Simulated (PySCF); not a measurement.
# How methods differ on the interval between two levels of Ti⁺

Ti⁺ [Ar] 3d2 4s1 [4F9/2, M_J = 9/2] → Ti⁺ [Ar] 3d3 [4F9/2, M_J = 9/2], as a difference of total energies. Calculation: PySCF 2.14, in x2c-TZVPall-2c (6s7p4d1f, 54 functions); the two-component X2C-1e Hamiltonian. Correlated levels: [Ne] frozen; the 6 highest virtual spinors dropped. "Screened" scales the spin-orbit matrix elements by Boettger's factors to mimic the two-electron term; Breit and QED terms are absent.

| method | interval between two levels (cm⁻¹) |
| --- | --- |
| GHF (spin-free) | 5059.9 |
| GMP2 (spin-free) | 2605.1 |
| GHF (screened spin-orbit) | 5023.6 |
| GMP2 (screened spin-orbit) | 2574.4 |

Errors of the correlated levels include the incompleteness of this basis and the frozen core.

The labels give the starting determinants; with spin-orbit coupling the two ends relaxed to ⟨J²⟩ = 24.75, ⟨L²⟩ = 12.00, ⟨S²⟩ = 3.75 and ⟨J²⟩ = 24.76, ⟨L²⟩ = 12.01, ⟨S²⟩ = 3.75.

For comparison: 822.40 cm⁻¹ (measured; NIST Handbook of Basic Atomic Spectroscopic Data (Sansonetti and Martin, J. Phys. Chem. Ref. Data 34, 1559 (2005))).
